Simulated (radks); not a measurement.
Results of a calculation; reference values are marked as such.
Species: Re XXXII. Configuration: [Kr] 4d8. Code: a radial shooting solver on a logarithmic mesh with Libxc functionals. Model: Dirac Kohn-Sham, exchange-only PBE, spin-unpolarised, spherical densities, finite nucleus; open shells fill j = l - 1/2 first; Fermi nuclear charge, rms radius 5.3698 fm.

Unscreened Slater integrals over Kohn-Sham orbitals (eV). Large and small components are both included. Empty in this configuration: 5s1/2.

integral          value
F0(4d5/2,4d5/2)  56.154
F2(4d5/2,4d5/2)  28.678
F4(4d5/2,4d5/2)  19.498
F0(4d5/2,4d3/2)  56.605
F2(4d5/2,4d3/2)  28.864
G2(4d5/2,4d3/2)  28.736
G4(4d5/2,4d3/2)  19.542
F0(4d5/2,4p3/2)  56.098
F2(4d5/2,4p3/2)  28.806
G1(4d5/2,4p3/2)  35.781
G3(4d5/2,4p3/2)  22.913
F0(4d5/2,4p1/2)  57.681
G3(4d5/2,4p1/2)  23.617
F0(4d5/2,5s1/2)  39.046
G2(4d5/2,5s1/2)  4.5072
F0(4d3/2,4d3/2)  57.071
F2(4d3/2,4d3/2)  29.078
F0(4d3/2,4p3/2)  56.540
F2(4d3/2,4p3/2)  28.961
G1(4d3/2,4p3/2)  35.655
G3(4d3/2,4p3/2)  22.885
F0(4d3/2,4p1/2)  58.178
G1(4d3/2,4p1/2)  37.631
F0(4d3/2,5s1/2)  39.185
G2(4d3/2,5s1/2)  4.3960
F0(4p3/2,4p3/2)  56.185
F2(4p3/2,4p3/2)  29.318
F0(4p3/2,4p1/2)  57.737
G2(4p3/2,4p1/2)  29.474
F0(4p3/2,5s1/2)  39.055
G1(4p3/2,5s1/2)  3.9858
F0(4p1/2,4p1/2)  59.496
F0(4p1/2,5s1/2)  39.539
G1(4p1/2,5s1/2)  3.9246
F0(5s1/2,5s1/2)  32.892
